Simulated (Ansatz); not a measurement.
Molecule: P2H4, net charge 1, doublet state. 
Structure (B3LYP-D3(BJ)/def2-TZVP (Ansatz, an electronic-structure program) minimum search):
```xyz
6

P     -1.0046    -0.3791    -0.0325
P      1.0046     0.3791     0.0325
H     -1.5948     0.1917     1.1142
H     -1.5887     0.3637    -1.0795
H      1.5887    -0.3637     1.0795
H      1.5948    -0.1917    -1.1142
```
Charge +1, spin multiplicity 2.

Basis-set convergence of Hartree-Fock and CCSD(T) correlation energies (hartree) with Ansatz. Correlated levels leave the core frozen unless marked. UHF or UKS for open shells. No spin-orbit coupling. No relativistic terms.

```csv
basis,functions,E(HF),"E(corr, CCSD(T))"
def2-SVP,56,-683.28864,-0.27691
def2-TZVPP,140,[?],[?]
```

Problem. Complete the blanks.

Solution. 
- def2-TZVPP, E(HF): -683.53322
- def2-TZVPP, E(corr, CCSD(T)): -0.34224
